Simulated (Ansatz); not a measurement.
Start from `FC[SiH2][GaH2]` and change one atom or group to get `ClC[SiH2][GaH2]`.

Ansatz, PBE0-D4/def2-TZVP geometries, multiplicity 1. Each molecule was computed in one conformer, which needn't be the lowest. `ClC[SiH2][GaH2]` holds a close contact that its SMILES doesn't draw: Ga···Cl 2.76 Å.

Scalar relativity is left out up to krypton.

```json
{"property": "LUMO energy (B3LYP/def2-TZVPP) / eV", "`FC[SiH2][GaH2]`": "-1.65"}
{"property": "HOMO–LUMO gap (ωB97M-V/def2-TZVPP) / eV", "`FC[SiH2][GaH2]`": "9.68"}
{"property": "HOMO energy (ωB97M-V/def2-TZVPP) / eV", "`FC[SiH2][GaH2]`": "-9.36"}
{"property": "LUMO energy (ωB97M-V/def2-TZVPP) / eV", "`FC[SiH2][GaH2]`": "0.32"}
{"property": "size of the dipole moment (ωB97M-V/def2-TZVPP) / D", "`FC[SiH2][GaH2]`": "1.73"}
{"property": "HOMO energy (B3LYP/def2-TZVPP) / eV", "`FC[SiH2][GaH2]`": "-7.15"}
```

Task: What does the change do to each property? (Best estimate.)

Result: Ansatz gave: 
```
                                          property  `ClC[SiH2][GaH2]`  shift
               LUMO energy (B3LYP/def2-TZVPP) / eV              -1.44   0.21
           HOMO–LUMO gap (ωB97M-V/def2-TZVPP) / eV               9.82   0.14
             HOMO energy (ωB97M-V/def2-TZVPP) / eV              -9.34   0.02
             LUMO energy (ωB97M-V/def2-TZVPP) / eV               0.48   0.16
size of the dipole moment (ωB97M-V/def2-TZVPP) / D               1.86   0.13
               HOMO energy (B3LYP/def2-TZVPP) / eV              -7.12   0.03
```

Dipoles are sizes alone; their direction can turn.

Positive LUMOs are unbound, so they and the gaps depend on the basis.

B3LYP here is the variant with VWN-RPA as its local correlation; programs differ in this.
